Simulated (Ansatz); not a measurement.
Start from `C=C[SiH2][AsH2]` and change one atom or group to get `C=C[SiH2]O`.

Ansatz, PBE0-D4/def2-TZVP geometries, multiplicity 1. Each molecule was computed in one conformer, which needn't be the lowest.

Scalar relativity is left out up to krypton.

| property | `C=C[SiH2][AsH2]` |
| --- | --- |
| HOMO energy (PBE0/def2-TZVPP) / eV | -7.18 |
| HOMO energy (PBE/def2-TZVPP) / eV | -6.17 |
| HOMO energy (ωB97M-V/def2-TZVPP) / eV | -9.22 |
| LUMO energy (PBE0/def2-TZVPP) / eV | -0.67 |
| HOMO–LUMO gap (ωB97M-V/def2-TZVPP) / eV | 10.56 |
| size of the dipole moment (ωB97M-V/def2-TZVPP) / D | 1.19 |

(1) Give the same properties after the change, and the shifts. (Best estimate.)

Results:

(1) The calculation gave: 
```json
{"property": "HOMO energy (PBE0/def2-TZVPP) / eV", "`C=C[SiH2]O`": "-7.96", "shift": "-0.78"}
{"property": "HOMO energy (PBE/def2-TZVPP) / eV", "`C=C[SiH2]O`": "-6.82", "shift": "-0.65"}
{"property": "HOMO energy (ωB97M-V/def2-TZVPP) / eV", "`C=C[SiH2]O`": "-10.20", "shift": "-0.98"}
{"property": "LUMO energy (PBE0/def2-TZVPP) / eV", "`C=C[SiH2]O`": "-0.47", "shift": "0.20"}
{"property": "HOMO–LUMO gap (ωB97M-V/def2-TZVPP) / eV", "`C=C[SiH2]O`": "11.81", "shift": "1.25"}
{"property": "size of the dipole moment (ωB97M-V/def2-TZVPP) / D", "`C=C[SiH2]O`": "1.59", "shift": "0.40"}
```

With PBE0 the HOMO falls by 0.78 eV and the LUMO rises by 0.20 eV, so the gap widens by about 0.98 eV. PBE moves the HOMO by -0.65 eV and ωB97M-V by -0.98 eV. Dipoles are sizes alone; their direction can turn.
